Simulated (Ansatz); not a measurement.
Isolated molecules relaxed with PBE0-D4/def2-TZVP in Ansatz; ΔE leaves out vibrations. CCSD(T)/CBS is the MP2 limit (def2-TZVPP, def2-QZVPP) plus CCSD(T) − MP2 in def2-TZVPP, frozen cores. This one scheme is used for every species. DFT in def2-TZVPP. One conformer a species, not always the lowest.

`C=[CH][AlH][CH2][SiH3]` + `N=CF` → `F/C=N/[SiH3]` + `C=[CH][AlH][CH3]`  (ligand exchange at the Si–C bond)

| level | ΔE (kcal/mol) |
| --- | --- |
| ωB97M-V | -8.4 |
| HF/def2-QZVPP | -11.8 |

Task: What does CCSD(T)/CBS give? (Best estimate.)

Result: The calculation gave: -8.1 kcal/mol. The listed levels differ from it by -0.3, -3.7 kcal/mol.

Largest T1 diagnostic among the species: 0.014.

In def2-TZVPP, CCSD(T) changes the Hartree–Fock value by +3.7 kcal/mol (the triples alone add +0.3 kcal/mol) and MP2 by +2.8 kcal/mol. The D4 term adds +1.3 kcal/mol with B3LYP and +0.8 kcal/mol with PBE0; it sums over pairs of atoms, weighted by their polarisabilities, and B3LYP, whose exchange is more repulsive, gets the larger term.

B3LYP here is the variant with VWN-RPA as its local correlation; programs differ in this.
